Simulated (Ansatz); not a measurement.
Ansatz (a quantum-chemistry and plane-wave program) input (B3LYP-D3(BJ)/def2-TZVP):

Ansatz 0.2 input:
```yaml
crystal:
  periodic: [false, false, false]
  atoms:
    - {symbol: Si, position_ang: [-0.71998666, -0.28654207, -1.16286825]}
    - {symbol: N, position_ang: [0.45080556, 0.40502604, -0.16946661]}
    - {symbol: C, position_ang: [0.75785401, 0.31584847, 1.18320759]}
    - {symbol: H, position_ang: [0.78952745, 1.32708320, 1.61102753]}
    - {symbol: H, position_ang: [0.07389679, -0.30360681, 1.77707146]}
    - {symbol: H, position_ang: [1.77746695, -0.08020123, 1.29172949]}
    - {symbol: H, position_ang: [0.03445096, -1.01055501, -2.19376833]}
    - {symbol: H, position_ang: [-1.42526546, 0.85061726, -1.76722340]}
    - {symbol: H, position_ang: [-1.68975024, -1.19283434, -0.52997944]}
basis:
  gaussian:
    orbitals: def2-TZVP
hamiltonian:
  xc: b3lyp
  dispersion: d3bj
magnetization: {spin_polarized: true, initial_magnetization: 1}
relax: {f_tol: 0.002, max_steps: 150}
```

End of the output:

```
mean field evaluation 224: about -10502.7234 eV, gradient 1.6e0 eV
mean field -10502.86051405 eV, -385.9730047969 hartree, gradient 8.3e-6 eV, S^2 0.754209; 3 other end points of the search recorded, 0 dependent functions left out
the calculation of the forces begins
reference -10502.86077724 eV, -385.9730144688 hartree; 17, 16 occupied and 118, 119 virtual orbitals, 860 factors
Total energy: -10503.11875362 eV, -385.9824949259 hartree
Atom 0 at    -0.688904    -0.241574    -1.160680 Å, force    -0.000233    -0.000070    -0.000111 eV/Å
Atom 1 at     0.409686     0.680963    -0.174811 Å, force     0.000203     0.000242     0.000248 eV/Å
Atom 2 at     0.723283     0.344656     1.173457 Å, force     0.000330    -0.000053     0.000586 eV/Å
Atom 3 at     0.995546     1.237304     1.745800 Å, force    -0.000128    -0.000051    -0.000264 eV/Å
Atom 4 at    -0.050143    -0.218919     1.713364 Å, force     0.000009     0.000110    -0.000212 eV/Å
Atom 5 at     1.626307    -0.288700     1.162864 Å, force    -0.000089    -0.000051    -0.000028 eV/Å
Atom 6 at     0.127608    -1.009665    -2.133991 Å, force    -0.000036     0.000022    -0.000106 eV/Å
Atom 7 at    -1.552341     0.709393    -1.896354 Å, force    -0.000037    -0.000113    -0.000088 eV/Å
Atom 8 at    -1.542044    -1.188623    -0.389920 Å, force    -0.000018    -0.000035    -0.000025 eV/Å
Dipole moment:    -0.002194    -0.170320     0.229919 e Å
```

It need not be the lowest isomer of its formula.
